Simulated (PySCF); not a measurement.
CH₄F₂O₂Si, SMILES CO[Si](O)(F)F. Atoms are numbered in the order given.

```xyz
10

C     -2.1314    -0.8470     0.3185
O     -1.2641     0.2300     0.0586
Si     0.3489     0.1700    -0.0515
O      0.9505    -0.7506     1.1536
F      0.8964     1.6726     0.0010
F      0.8454    -0.4185    -1.4637
H     -1.7392    -1.5015     1.1143
H     -2.2952    -1.4514    -0.5893
H     -3.1000    -0.4414     0.6433
H      1.8703    -1.0260     1.1098
```

Geometry: PBE0-D3(BJ)/def2-SVP. The structure was generated by enumeration, and PubChem lists no compound with its InChIKey, so it may never have been made. One conformer was computed; it need not be the lowest.

Calculation: M06-2X/def2-TZVP in PySCF.

Gas-phase values at a fixed geometry.

```json
{
  "total_energy": "-680.41074 hartree",
  "highest_occupied_level": "-10.65 eV",
  "lowest_empty_level": "1.01 eV",
  "orbital_gap": "11.66 eV",
  "dipole_moment": "2.33 D",
  "quadrupole, principal values (traceless, Buckingham form, about the centre of nuclear charge)": "-6.65, -3.22, 9.87 D·Å",
  "mean_static_polarisability": "38.8 bohr³ (5.74 Å³)",
  "polarisability_principal_values": "35.4, 37.3, 43.6 bohr³"
}
```
